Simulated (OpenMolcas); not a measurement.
An OpenMolcas run meant for Cu IV (ANO-R2, X2C; inactive shells 1s 2s 2p 3s 3p; intended active space 8 electrons in 5 orbitals (3d)). One step of its input:

```
&RASSCF
FileOrb=start.orb
Symmetry=1
Spin=3
nActEl=9 0 0
Inactive=3 6
Ras2=5 0
CIRoot=10 10 1
SDav=10
CIMx=300
Iter=74 100
PrWF=0.3
OrbListing=Nothing
MaxOrb=0
Atom
>>> COPY $Project.JobIph JOB001
```

Lines from the output:

```
--- SEWARD ---
Basis set label: CU.ANO-R...6S4P4D2F1G.

      Electronic valence basis set:
      ------------------
      Associated Effective Charge  29.000000 au
      Associated Actual Charge     29.000000 au
      Nuclear Model: Finite nucleus - Gaussian distribution
        Gaussian exponent, Xi/bohr**(-2):  2.76660E+08

      Shell  nPrim  nBasis  Cartesian Spherical Contaminant
         s      21       6        X
         p      13       4        X
         d       9       4                 X
         f       5       2                 X
         g       4       1                 X
                  Relativistic X2C integrals
                  Atomic mean-field integrals
--- RASSCF ---

 Nr of active orbitals     NAC=   5
 Spin degeneracy         ISPIN=   3
 There can be no such wave function.
 ************************************************
--- Stop Module: rasscf at  /rc=_RC_INPUT_ERROR_ ---
.####################.
.# User input error #.
.####################.
```

Question: What is wrong with the input?

Answer: nActEl holds one electron too many for this ion, which clashes with the multiplicity.
